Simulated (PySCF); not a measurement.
Molecule: `CCCS(=O)(=O)O`, C3H8O3S.

Molfile (atoms numbered from 1):
```
C3H8O3S
     RDKit          3D

 15 14  0  0  0  0  0  0  0  0999 V2000
   -1.7857    0.5970   -0.0698 C   0  0  0  0  0  0  0  0  0  0  0  0
   -0.9921   -0.6952    0.0446 C   0  0  0  0  0  0  0  0  0  0  0  0
    0.4234   -0.6328   -0.5129 C   0  0  0  0  0  0  0  0  0  0  0  0
    1.4667    0.4591    0.4417 S   0  0  0  0  0  6  0  0  0  0  0  0
    1.1717    1.8353    0.1091 O   0  0  0  0  0  0  0  0  0  0  0  0
    1.4930   -0.0051    1.8208 O   0  0  0  0  0  0  0  0  0  0  0  0
    2.9266    0.1189   -0.1955 O   0  0  0  0  0  0  0  0  0  0  0  0
   -1.8404    0.9417   -1.1143 H   0  0  0  0  0  0  0  0  0  0  0  0
   -1.3306    1.4071    0.5171 H   0  0  0  0  0  0  0  0  0  0  0  0
   -2.8137    0.4492    0.2913 H   0  0  0  0  0  0  0  0  0  0  0  0
   -1.5080   -1.5064   -0.4949 H   0  0  0  0  0  0  0  0  0  0  0  0
   -0.9315   -1.0163    1.0974 H   0  0  0  0  0  0  0  0  0  0  0  0
    0.4657   -0.2558   -1.5459 H   0  0  0  0  0  0  0  0  0  0  0  0
    0.9209   -1.6122   -0.4689 H   0  0  0  0  0  0  0  0  0  0  0  0
    3.4218   -0.3596    0.4872 H   0  0  0  0  0  0  0  0  0  0  0  0
  1  2  1  0
  2  3  1  0
  3  4  1  0
  4  5  2  0
  4  6  2  0
  4  7  1  0
  1  8  1  0
  1  9  1  0
  1 10  1  0
  2 11  1  0
  2 12  1  0
  3 13  1  0
  3 14  1  0
  7 15  1  0
M  END
```

Geometry PBE0-D3(BJ)/def2-SVP throughout; GIAO in PySCF, gas phase, one conformer, non-relativistic; equivalent atoms averaged; functional PBE0.

**Question.** How do the shifts δ (against TMS, CS2, H2O at the same level) depend on the basis set? (a selection of nuclei; ppm; last column core-seconds on shared hosts with different chips, so compare them loosely)

**Answer.** 
| basis set | functions | C3 | C2 | C1 | S4 | O5/O6 | O7 | H13/H14 | H11/H12 | H8/H9/H10 | core-s |
| --- | --- | --- | --- | --- | --- | --- | --- | --- | --- | --- | --- |
| STO-3G | 47 | 35.8 | 24.0 | 18.4 | -17.3 | 133.1 | 92.4 | 1.90 | 1.16 | 0.77 | 4.8 |
| pcSseg-0 | 83 | 67.5 | 18.0 | 14.1 | 358.5 | 259.1 | 210.2 | 3.28 | 2.00 | 1.35 | 9.6 |
| 6-31G | 83 | 61.2 | 18.4 | 12.8 | 289.9 | 217.1 | 199.3 | 3.00 | 1.87 | 1.31 | 9.4 |
| 6-31G* | 118 | 54.1 | 17.9 | 12.9 | 309.5 | 205.4 | 189.6 | 2.63 | 1.75 | 1.17 | 13 |
| cc-pVDZ | 142 | 58.4 | 20.4 | 13.8 | 300.6 | 230.1 | 205.5 | 2.67 | 1.68 | 1.06 | 16 |
| def2-SVP | 142 | 57.1 | 17.3 | 12.2 | 329.4 | 230.9 | 203.5 | 2.73 | 1.64 | 1.02 | 15 |
| pcSseg-1 | 166 | 60.7 | 19.3 | 13.9 | 331.9 | 249.2 | 220.7 | 2.88 | 1.75 | 1.19 | 29 |
| aug-cc-pVDZ | 237 | 58.9 | 20.6 | 12.9 | 308.9 | 222.0 | 203.7 | 3.20 | 1.97 | 1.20 | 42 |
| 6-311+G(2d,p) | 245 | 59.9 | 19.9 | 13.0 | 360.0 | 243.2 | 216.5 | 3.17 | 1.90 | 1.15 | 36 |
| def2-TZVP | 271 | 59.7 | 20.3 | 13.8 | 375.0 | 246.5 | 220.2 | 3.03 | 1.90 | 1.16 | 43 |
| cc-pVTZ | 326 | 59.1 | 20.1 | 13.5 | 337.6 | 239.1 | 216.1 | 3.03 | 1.91 | 1.16 | 57 |

**Question.** Which nucleus among those listed moves most, in ppm?

**Answer.** S4 (sulfonyl sulfur): from -17.3 ppm with STO-3G to 375.0 ppm with def2-TZVP. The smallest spread is 0.57 ppm, at H8/H9/H10. Proton shifts span only some 12 ppm, so a few tenths of a ppm matter as much there as several ppm in carbon.

**Question.** Taking the largest basis, cc-pVTZ (326 functions), as the yardstick, rank the others by their worst heavy-atom deviation.

**Answer.** pcSseg-1 10.0 ppm (166 functions), def2-SVP 12.6 ppm (142 functions), pcSseg-0 20.9 ppm (83 functions), 6-311+G(2d,p) 22.4 ppm (245 functions), aug-cc-pVDZ 28.7 ppm (237 functions), 6-31G* 33.8 ppm (118 functions), cc-pVDZ 37.0 ppm (142 functions), def2-TZVP 37.4 ppm (271 functions), 6-31G 47.7 ppm (83 functions), STO-3G 354.9 ppm (47 functions).

A small basis that lands close on one nucleus may do so by chance; judge by the trend and by all nuclei.
